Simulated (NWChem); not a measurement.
C2H3BO; SMILES B(O)C#C

```xyz
7

B      0.5143    -0.6690     0.0000
C      0.0842     0.8011     0.0000
C     -0.2037     1.9840     0.0000
H     -0.4663     3.0270     0.0000
H      1.6922    -0.9580     0.0000
O     -0.4316    -1.6310     0.0000
H     -0.0568    -2.5174     0.0000
```
Atoms are numbered in this order, from 1.

All runs: NWChem. Structure relaxed at the PBE0/def2-SVP level. Static field.

```csv
level,isotropic polarisability (bohr³),anisotropy (bohr³)
PBE/def2-SVPD,43.7,32.6
B3LYP/def2-SVPD,42.4,[?]
Hartree-Fock/def2-SVPD,39.1,26.6
LC-BLYP (range parameter 0.33 per bohr)/def2-SVPD,42.0,29.3
```

Complete the blanks.


- B3LYP/def2-SVPD, anisotropy (bohr³): 30.8
